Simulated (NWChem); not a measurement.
Molecule: CH2AlNO2; SMILES O=C=[N][AlH][OH]

```xyz
7

Al    -0.4035    -1.1559    -0.1268
H     -1.5177    -1.7961    -1.0322
N     -0.0697     0.5831    -0.2121
C      0.1766     1.7581    -0.2305
O      0.4105     2.9025    -0.2538
O      0.5396    -2.0387     0.9693
H      0.4881    -2.9800     1.1397
```
Atoms are numbered in this order, from 1.

All runs: NWChem. Pople sets run with spherical d functions. Geometry: optimised at PBE0/def2-SVP. B3LYP is NWChem's, with the RPA form of VWN correlation. GIAO values for the isolated, static molecule; σ is the absolute isotropic shielding, δ = σ(reference) − σ with the isolated reference molecule computed at the same levels (13C: tetramethylsilane, 1H: tetramethylsilane, 15N: ammonia, 17O: water).

Task: Predict the results for B3LYP/6-311G**. Quantities: σ Al1 (ppm); δ H2 (ppm); δ N3 (ppm); δ C4 (ppm); δ O5 (ppm); δ O6 (ppm); δ H7 (ppm).

Result: The σ Al1 (ppm) is 445.0 and the δ H2 (ppm) comes out as 4.31. The δ N3 (ppm) is 55.5 and the δ C4 (ppm) is 123.4. The δ O5 (ppm) comes out as 140.0, the δ O6 (ppm) is 70.1 and the δ H7 (ppm) is 2.38.
